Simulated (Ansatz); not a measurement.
Isolated molecules relaxed with PBE0-D4/def2-TZVP in Ansatz; ΔE leaves out vibrations. CBS: MP2 limit from def2 TZ/QZ plus the TZ coupled-cluster correction, frozen cores. This one scheme is used for every species. Functionals use def2-TZVPP. Each species was taken in one conformer, which may not be the lowest.

`O[SiH2]S[SiH](Cl)Cl` + `F[SiH2][SiH2]Cl` → `F[SiH2][SiH](Cl)Cl` + `O[SiH2]S[SiH2]Cl`  (redistribution)

`O[SiH2]S[SiH](Cl)Cl`:

Z-matrix (Å, degrees):
```
Si
S 1 2.156
O 1 1.633 2 112.9
H 1 1.486 2 106.7 3 -123.6
H 1 1.475 2 106.1 3 116.5
Si 2 2.103 1 96.4 3 88.5
H 3 0.960 1 116.9 2 -60.0
Cl 6 2.060 2 111.2 1 -53.7
Cl 6 2.035 2 108.1 1 -173.0
H 6 1.473 2 113.6 1 66.0
```

`F[SiH2][SiH2]Cl`:

Z-matrix (Å, degrees):
```
Si
Si 1 2.344
F 1 1.606 2 110.1
H 1 1.485 2 110.2 3 119.4
H 1 1.485 2 110.2 3 -119.4
Cl 2 2.065 1 104.9 3 179.9
H 2 1.484 1 112.9 3 62.2
H 2 1.484 1 112.9 3 -62.4
```

`F[SiH2][SiH](Cl)Cl`:

Cartesian coordinates in Å:
```
F -0.722 0.949 2.017
Si 0.409 0.699 0.911
Si -0.473 -0.539 -0.872
Cl -1.106 -2.370 -0.208
Cl 1.079 -0.777 -2.195
H 1.523 -0.062 1.528
H 0.888 2.018 0.426
H -1.598 0.082 -1.607
```

`O[SiH2]S[SiH2]Cl`:

Cartesian coordinates in Å:
```
O 1.270 -0.441 -1.281
Si 1.287 0.828 -0.245
S -0.691 1.404 0.349
Si -1.416 -0.534 0.817
Cl -2.094 -1.515 -0.861
H 0.633 -0.437 -1.998
H 2.079 0.367 0.914
H 1.855 2.066 -0.832
H -2.572 -0.371 1.723
H -0.350 -1.367 1.414
```

```tsv
level	ΔE (kJ/mol)
PBE-D4	3.1
CCSD(T)/def2-TZVPP	2.9
```

Task: What does CCSD(T)/CBS give? (Best estimate.)

Result: The calculation gave: +3.2 kJ/mol. The listed levels differ from it by -0.1, -0.3 kJ/mol.

Largest T1 diagnostic among the species: 0.011.

In def2-TZVPP, CCSD(T) changes the Hartree–Fock value by +5.6 kJ/mol (the triples alone add +0.9 kJ/mol) and MP2 by +6.3 kJ/mol.
